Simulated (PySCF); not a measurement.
Spectrum to structure. Theory: TDDFT B3LYP/def2-SVPD, vertical, gas phase, core orbitals frozen in the response (PySCF). Geometries: GFN2-xTB, one conformer each.

```tsv
state	E (eV)	f
S1	4.31	0.088
S2	4.72	0.095
S3	5.13	0.093
S4	5.81	0.0028
S5	5.89	0.023
S6	6.22	0.011
S7	6.30	0.017
S8	6.34	0.0070
```

Triplets computed (Tamm–Dancoff): 3.15, 4.05, 4.57 eV.

Task: Which structure fits? All have the formula C4H9PSi2.
A. `C#CC(=C)[SiH2]P[SiH3]`
B. `C#C/C([SiH3])=C\[SiH2]P`
C. `C#C[SiH2]/C=C\[SiH2]P`

Result: B. Its S1, at 4.31 eV, is the lowest among the candidates; the nearest of the others has S1 at 4.81 eV. S1 is HOMO→LUMO (71%), HOMO-1→LUMO (21%). Löwdin shares by element: HOMO phosphorus 40%, carbon 33% or more (atoms not listed hold the other 27%); LUMO carbon 72% (atoms not listed hold the other 28%). At the same level the other candidates give, for their lowest levels:
- `C#C[SiH2]/C=C\[SiH2]P`: 4.85 eV (f 0.126); 5.49 eV (f 0.068); 5.68 eV (f 0.017); 5.77 eV (f 0.002); 6.01 eV (f 0.002); T1 3.84 eV; HOMO -6.93, LUMO -1.45 eV
- `C#CC(=C)[SiH2]P[SiH3]`: 4.81 eV (f 0.001); 4.96 eV (f 0.002); 5.37 eV (f 0.130); 5.86 eV (f 0.012); 5.95 eV (f 0.018); T1 3.40 eV; HOMO -7.03, LUMO -1.48 eV

Shape of the structure used: `[CH:1]#[C:2]/[C:3]([SiH3:4])=[CH:5]\[SiH2:6][PH2:7]`: C3–C5–Si6–P7 70°, H–P7–Si6–C5 47°, H–P7–Si6–C5 -46°.
